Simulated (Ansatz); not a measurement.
Consider the atomization: `[CH3][SnH][I]`• → C• + 4 H• + I• + Sn•.

Calculated with Ansatz (gas phase, PBE0-D4/def2-TZVP geometries, no zero-point term in ΔE). CBS: MP2 limit from def2 TZ/QZ plus the TZ coupled-cluster correction, frozen cores. This one scheme is used for every species, atoms too. DFT in def2-TZVPP. No spin–orbit coupling; open shells (•) take unrestricted orbitals. Spin–orbit coupling would lower the free atoms: a little for C; strongly for I, Sn. Elements past krypton have def2 core potentials. Bonds to I, Sn are less sure, by a few kJ/mol each and by 10 to 20 or more in all where they break to atoms, as the def2 sets lack core-valence functions.

(1) What is ΔE at CCSD(T)/CBS? (An estimate is asked.)

(2) What do these levels give: LDA (SPW92), PBE0-D4, r2SCANh-D4, ωB97X-V, MP2/def2-TZVPP, SCS-MP2/def2-TZVPP? (Estimate.)

Largest T1 diagnostic among the species: 0.013.

## Answers

(1) Computed: +484.2 kcal/mol.

(2) The calculation gave: LDA (SPW92) 545.5, PBE0-D4 480.3, r2SCANh-D4 480.5, ωB97X-V 480.8, MP2/def2-TZVPP 468.9, SCS-MP2/def2-TZVPP 467.3 kcal/mol.

From BLYP to BHLYP (50 % exact exchange), in def2-TZVPP and without D4, ΔE moves by −4.1 kcal/mol: exact exchange takes away binding that semilocal exchange gives to molecules. Leaving LDA and LC-ωPBE aside and taking each functional with its dispersion term where it has one, the values, not all of them listed here, spread over 15.5 kcal/mol, from BHLYP-D4 to PBE-D4. LDA lies +63.7 kcal/mol from PBE without D4, its usual overbinding. At CCSD(T), def2-SVP lies −35.3 kcal/mol from the extrapolated value and def2-TZVPP −15.0 kcal/mol: correlation converges slowly with the basis, and small sets miss more of it in the bonded molecule than in its fragments.

For atomizations the MP2-based limit and the directly extrapolated one differ by several kJ/mol either way, and by 10 to 25 for some Ge, Se and Sn compounds, so smaller differences from it don't rank the levels.
